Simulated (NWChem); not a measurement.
System: C$_{3}$H$_{3}$F$_{3}$; SMILES C=CC(F)(F)F

```xyz
9

C     -0.0099    -2.1136     0.0000
C      0.6683    -0.9698     0.0000
C      0.0114     0.3750     0.0000
F     -1.3348     0.2996     0.0000
F      0.3796     1.0939     1.0860
F      0.3796     1.0939    -1.0860
H      0.5027    -3.0706     0.0000
H     -1.0951    -2.1311     0.0000
H      1.7543    -0.9346     0.0000
```
Atoms are numbered in this order, from 1.

All runs: NWChem. Pople sets run with spherical d functions. Geometry: optimised at B3LYP/6-31G* (spherical d). Vertical excitations in the gas phase; the lowest state need not have the same character in each row.

| level | lowest excitation, singlet (eV) | oscillator strength of that lowest state | lowest state with f > 0.02, singlet (eV) | oscillator strength of that bright state | orbital gap (eV) |
|---|---|---|---|---|---|
| PBE/6-31G*, full TDDFT | 7.37 | 0.003 | 7.71 | 0.245 | 5.73 |
| B3LYP/6-31G*, full TDDFT | 8.00 | 0.377 | 8.00 | 0.377 | 7.57 |
| BHandHLYP/6-31G*, full TDDFT | 8.09 | 0.419 | 8.09 | 0.419 | 10.35 |
| Hartree-Fock/6-31G*, TDHF | 8.06 | 0.472 | 8.06 | 0.472 | 14.93 |
